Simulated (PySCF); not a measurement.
## A small calculation by hand: chemical shift, span and skew from a shielding tensor

4,4-difluoro-1,3-dioxolane (C3H4F2O2), SMILES FC1(F)COCO1. Atoms are numbered in the order given.

```xyz
11

F     -1.3761     0.7274    -0.8375
C     -0.5093     0.3398     0.1118
F     -0.9894     0.8173     1.2751
C     -0.3079    -1.1778     0.1611
O      0.9184    -1.3551    -0.4912
C      1.6495    -0.2169    -0.1831
O      0.7229     0.8517    -0.1556
H     -1.1005    -1.7210    -0.3679
H     -0.2717    -1.4945     1.2206
H      2.3984    -0.0305    -0.9650
H      2.1394    -0.2993     0.8095
```
Charge 0, spin multiplicity 1.

The structure is a stationary point at PBE0-D3(BJ)/def2-SVP. The values are those of a single conformer.

GIAO shieldings from PBE/pcSseg-1 run with PySCF, non-relativistic, no solvent. The symmetric part of the tensor of C2 has the principal values 31.8, 39.7, 55.2 ppm. The same nucleus in TMS has σ = 182.0 ppm at this level (PySCF, at its B3LYP-D3(BJ)/def2-TZVP geometry).

### Question
Work out the isotropic shielding, the ¹³C shift against TMS, the span and the skew.

### Answer

σ(iso) = (σ11 + σ22 + σ33)/3 = 42.2 ppm. δ = σ(ref) − σ(iso) = 182.0 − (42.2) = 139.8 ppm.
Span Ω = σ33 − σ11 = 23.4 ppm. Skew κ = 3(σ(iso) − σ22)/Ω = 0.32. Tumbling in solution averages the tensor to δ; in a static solid the shielding alone would spread this spin-1/2 line over Ω.
